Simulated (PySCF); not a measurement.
## Exercise with solution: dipole moment from atomic charges

Si(F)(SH) (FHSSi), SMILES [Si](F)S (connectivity only; charge and spin as stated), neutral, multiplicity 1. Atoms are numbered in the order given.

```xyz
4

Si     0.6719     0.6454     0.0000
F     -0.6939     1.5449     0.0000
S     -0.2574    -1.3139     0.0000
H      0.9565    -1.9175     0.0000
```

Coordinates come from a PBE-D3(BJ)/def2-TZVP optimisation. One conformer was computed; it need not be the lowest.

Charges (e) from CAM-B3LYP/def2-TZVPD in PySCF:

| atom | IAO | ESP fit |
|---|---|---|
| Si1 | 0.709 | 0.142 |
| F2 | -0.534 | -0.125 |
| S3 | -0.274 | -0.169 |
| H4 | 0.099 | 0.152 |

The dipole moment of the full density is 1.72 D.

Problem. What dipole moment does each set of point charges give, and which comes closer to that of the density?

Solution. 
μ = Σ q r, and 1 e Å = 4.8032 D.
IAO: Σ q r = (1.012, -0.197, 0.000) e Å, |μ| = 4.95 D.
ESP fit: Σ q r = (0.371, -0.171, 0.000) e Å, |μ| = 1.96 D.
ESP fit comes closer in size. Point charges leave out the atoms' own dipoles (lone pairs, polarised bonds); fits to the potential absorb them, partitions of the density don't.
